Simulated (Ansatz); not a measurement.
Start from `[F][In-]1([Cl])[O]C=CC=[O+]1` and change one atom or group to get `[CH3][Al-]1([CH3])[O]C=CC=[O+]1`.

Ansatz, PBE0-D4/def2-TZVP geometries, multiplicity 1. 

Elements past krypton have def2 core potentials.

| property | `[F][In-]1([Cl])[O]C=CC=[O+]1` |
| --- | --- |
| size of the dipole moment (ωB97M-V/def2-TZVPP) / D | 5.27 |
| HOMO energy (PBE/def2-TZVPP) / eV | -6.97 |
| HOMO energy (ωB97M-V/def2-TZVPP) / eV | -10.16 |
| HOMO–LUMO gap (PBE0/def2-TZVPP) / eV | 5.43 |
| size of the dipole moment (PBE/def2-TZVPP) / D | 4.98 |
| HOMO–LUMO gap (PBE/def2-TZVPP) / eV | 3.45 |

Q: Give the same properties after the change, and the shifts. (An estimate is asked.)

A: The calculation gave: 
| property | `[CH3][Al-]1([CH3])[O]C=CC=[O+]1` | shift |
| --- | --- | --- |
| size of the dipole moment (ωB97M-V/def2-TZVPP) / D | 3.83 | -1.44 |
| HOMO energy (PBE/def2-TZVPP) / eV | -5.70 | 1.27 |
| HOMO energy (ωB97M-V/def2-TZVPP) / eV | -9.08 | 1.08 |
| HOMO–LUMO gap (PBE0/def2-TZVPP) / eV | 4.60 | -0.83 |
| size of the dipole moment (PBE/def2-TZVPP) / D | 3.46 | -1.52 |
| HOMO–LUMO gap (PBE/def2-TZVPP) / eV | 2.50 | -0.95 |

With PBE0 the HOMO rises by 1.17 eV and the LUMO rises by 0.34 eV, so the gap narrows by about 0.83 eV. PBE moves the HOMO by 1.27 eV and ωB97M-V by 1.08 eV. Dipoles are sizes alone; their direction can turn.
